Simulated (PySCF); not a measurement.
## Computed vibrations of Er(NO3)3

Er(NO3)3 (singlet in the valence; each metal's 4f electrons, 11 of them, lie in its core potential, out of spins and levels). PySCF 2.14.0, RKS PBE0, Er lcecp-1-SVP with ECP57, O def2-SVP, N def2-SVP; non-relativistic Hamiltonian with scalar-relativistic core potentials where named; density fitting; no spin-orbit coupling. Central differences of gradients.

```xyz
13

Er    0.0000    0.0000    0.0000
O     2.0306    0.0000    1.0701
O     2.0306    0.0000   -1.0701
N     2.7345    0.0000    0.0000
O     3.9141    0.0000    0.0000
O    -1.0153    1.7585    1.0701
O    -1.0153    1.7585   -1.0701
N    -1.3672    2.3681    0.0000
O    -1.9570    3.3897    0.0000
O    -1.0153   -1.7585    1.0701
O    -1.0153   -1.7585   -1.0701
N    -1.3673   -2.3681    0.0000
O    -1.9571   -3.3897    0.0000
```

Run from Python with OMP_NUM_THREADS=4. Where DIIS fails, smearing, a level shift and second-order steps follow.
It took 2.9 min on 4 threads of Arm Neoverse V2, with other jobs on the host.

**Question.** What are the harmonic wavenumbers and infrared intensities?

**Answer.** Modes are labelled in D3h; negative numbers are unstable modes, those under 60 cm⁻¹ near the noise; a finer grid moves soft modes by up to 10 cm⁻¹.
```csv
cm⁻¹,km/mol,symmetry
-69,–,a1''
-37,–,e''
-37,–,e''
37,8.7,a2''
41,2.1,e'
41,2.1,e'
112,0.0,a2'
148,1.6,e'
148,1.6,e'
247,0.2,a2''
256,0.0,e''
256,0.0,e''
260,0.0,a1'
301,104.7,e'
301,104.7,e'
741,0.5,a2''
742,0.0,e''
742,0.0,e''
795,78.0,e'
795,78.0,e'
807,0.0,a1'
844,0.0,a2'
846,30.0,e'
846,30.0,e'
1099,134.1,e'
1099,134.1,e'
1104,0.0,a1'
1320,0.0,e''
1320,0.0,e''
1346,934.5,a2''
1810,961.6,e'
1810,961.6,e'
1830,0.0,a1'
```

**Question.** Is this a minimum?

**Answer.** No: 3 unstable; the lowest moves the atoms so:
```
Er   0.00  0.00  0.00
O    0.00 -0.41  0.00
O    0.00  0.41  0.00
N    0.00  0.00  0.00
O    0.00  0.00  0.00
O    0.35  0.20  0.00
O   -0.35 -0.20  0.00
N    0.00  0.00  0.00
O    0.00  0.00  0.00
O   -0.35  0.20  0.00
O    0.35 -0.20  0.00
N    0.00  0.00  0.00
O    0.00  0.00  0.00
```

An lcecp potential fixes the number of 4f electrons, so in runs with it no electron can move into or out of that shell.
